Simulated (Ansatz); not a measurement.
Gas-phase electronic energies from Ansatz, PBE0-D4/def2-TZVP geometries. CCSD(T)/CBS adds triple-zeta CCSD(T) − MP2 to the extrapolated MP2 energy (def2 sets, frozen cores). This one scheme is used for every species. Functionals use def2-TZVPP. For Zn outer-core shells are correlated without core-valence functions, which leaves a few kJ/mol of doubt a bond. Scalar relativity is left out up to krypton. Each species was taken in one conformer, which may not be the lowest.

Consider the formal exchange of groups at a C–Si bond: `BCC[SiH3]` + `[ZnH2]` → `BC[CH2][ZnH]` + SiH₄.

`BCC[SiH3]`:

Z-matrix (Å, degrees):
```
C
C 1 1.560
B 1 1.545 2 95.8
H 1 1.092 2 109.5 3 -120.1
H 1 1.092 2 109.5 3 120.1
Si 2 1.878 1 110.9 3 179.9
H 2 1.096 1 111.3 3 59.4
H 2 1.096 1 111.3 3 -59.6
H 3 1.198 1 120.3 2 86.0
H 3 1.198 1 120.3 2 -86.1
H 6 1.487 2 109.5 1 -59.5
H 6 1.489 2 111.2 1 -179.9
H 6 1.487 2 109.5 1 59.7
```

`[ZnH2]`:

Cartesian coordinates in Å:
```
Zn 0.000 0.000 0.000
H -0.221 -0.572 1.418
H 0.221 0.572 -1.418
```

`BC[CH2][ZnH]`:

Cartesian coordinates in Å:
```
B 0.815 -1.310 0.380
C -0.572 -0.738 0.023
C -0.803 0.770 0.139
Zn 0.648 1.867 -0.591
H 0.973 -2.467 0.647
H 1.794 -0.609 0.304
H -0.580 -1.044 -1.048
H -1.393 -1.326 0.452
H -1.752 1.061 -0.325
H -0.901 1.041 1.197
H 1.770 2.754 -1.178
```

SiH₄:

Cartesian coordinates in Å:
```
Si 0.000 0.000 0.000
H 0.441 -1.343 0.453
H -1.283 -0.123 -0.737
H 1.031 0.584 -0.894
H -0.190 0.882 1.179
```

```tsv
level	ΔE (kJ/mol)
PBE0-D4	18.2
ωB97X-V	17.0
HF/def2-TZVPP	21.5
CCSD/def2-TZVPP	16.0
HF/def2-QZVPP	21.4
MP2/def2-QZVPP	14.3
SCS-MP2/def2-QZVPP	14.6
CCSD/CBS(def2)	15.5
```

Problem. What does CCSD(T)/CBS give? (Estimate.)

Solution. Computed: +15.0 kJ/mol. The listed levels differ from it by 3.2, 2.0, 6.5, 1.0, 6.4, -0.7, -0.4, 0.5 kJ/mol.

Largest T1 diagnostic among the species: 0.016.

In def2-TZVPP, CCSD(T) changes the Hartree–Fock value by −6.0 kJ/mol (the triples alone add −0.5 kJ/mol) and MP2 by −6.9 kJ/mol. From PBE to PBE0 (25 % exact exchange), in def2-TZVPP and without D4, ΔE moves by +3.2 kJ/mol. The D4 term adds +3.4 kJ/mol with B3LYP and +1.9 kJ/mol with PBE0; it sums over pairs of atoms, weighted by their polarisabilities, and B3LYP, whose exchange is more repulsive, gets the larger term.

B3LYP here is the variant with VWN-RPA as its local correlation; programs differ in this.
